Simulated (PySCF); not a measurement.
Compound: C₅H₁₂FPSi.
Atom-mapped SMILES: `[CH3:1][P:2]1[CH2:3][CH2:4][SiH:5]([F:6])[CH2:7][CH2:8]1`

Structure used (PBE0-D3(BJ)/def2-SVP), in Å, numbered top down from 1:
```xyz
20
C5H12FPSi angstrom
C     -2.9145   -0.2313   -0.8200
P     -1.4282   -0.2294    0.2758
C     -0.6670    1.3932   -0.2424
C      0.7494    1.5764    0.3203
Si     1.9164    0.2803   -0.3612
F      3.3280    0.3133    0.4573
C      1.1088   -1.3978   -0.1641
C     -0.3309   -1.3840   -0.6949
H     -3.4106   -1.2118   -0.7607
H     -3.6314    0.5247   -0.4652
H     -2.6669   -0.0209   -1.8735
H     -0.6657    1.4621   -1.3464
H     -1.3342    2.1942    0.1187
H      1.1305    2.5877    0.0998
H      0.7355    1.4838    1.4209
H      2.2366    0.5538   -1.7952
H      1.7083   -2.1713   -0.6726
H      1.1145   -1.6564    0.9098
H     -0.3559   -1.1028   -1.7645
H     -0.7797   -2.3898   -0.6275
```

Definitions: NICS(0) = −σiso at the ring centroid; NICS(1) = −σiso and NICS(1)zz = −σzz at ±1 Å along the ring normal z. Level: GIAO B3LYP/pcSseg-1 (PySCF, non-relativistic, gas phase) on the PBE0-D3(BJ)/def2-SVP geometry, one conformer.

Ring bond lengths (Å): P2–C3 1.866, C3–C4 1.535, C4–Si5 1.873, Si5–C7 1.873, C7–C8 1.535, C8–P2 1.865.

Q: Give the NICS values of each ring in ppm.

A: 
| ring | type | NICS(0) | NICS(1), two faces | NICS(1)zz, two faces | rms pucker (Å) | centre to ring atoms, mean (Å) |
| --- | --- | --- | --- | --- | --- | --- |
| P2–C3–C4–Si5–C7–C8 | 6-membered ring with P and Si; formal bonds all single | -3.0 | -2.8 / -2.3 | 3.8 / 4.6 | 0.30 | 1.68 |

Q: What can be read from them?

A: 
- P2–C3–C4–Si5–C7–C8: mean NICS(1)zz 4.2 ppm, deshielded. C3, C4, Si5, C7, C8 have four or more neighbours; no verdict on aromaticity is drawn.

Q: What are the shieldings of the ring atoms and their hydrogens in the same run (means over atoms taken as equivalent)?

A: 
| atoms | environment | σ isotropic (ppm) |
| --- | --- | --- |
| P2 | phosphine phosphorus | 345.2 |
| C3 (×2) | sp3 carbon bound to phosphorus | 148.9 |
| C4 (×2) | sp3 carbon bound to silicon | 166.4 |
| Si5 | fluorine-bound silicon | 318.9 |
| H12 (×2) | methylene hydrogen | 30.42 |
| H13 (×2) | methylene hydrogen | 29.68 |
| H14 (×2) | methylene hydrogen | 30.18 |
| H15 (×2) | methylene hydrogen | 30.44 |
| H16 | Si–H hydrogen | 26.49 |

Q: How do the values depend on the level or the medium?

A: 
```csv
level,"NICS(0), P2–C3–C4–Si5–C7–C8","mean NICS(1)zz, P2–C3–C4–Si5–C7–C8"
"B3LYP/pcSseg-1, gas",-3.0,4.2
"PBE0/pcSseg-1, gas",-3.3,4.1
"PBE0/pcSseg-1, IEF-PCM acetonitrile",-3.2,4.2
"PBE0/pcSseg-1, IEF-PCM chloroform",-3.2,4.2
```

The geometry is the same throughout; the continuum's cavity takes Bondi-type radii × 1.2.
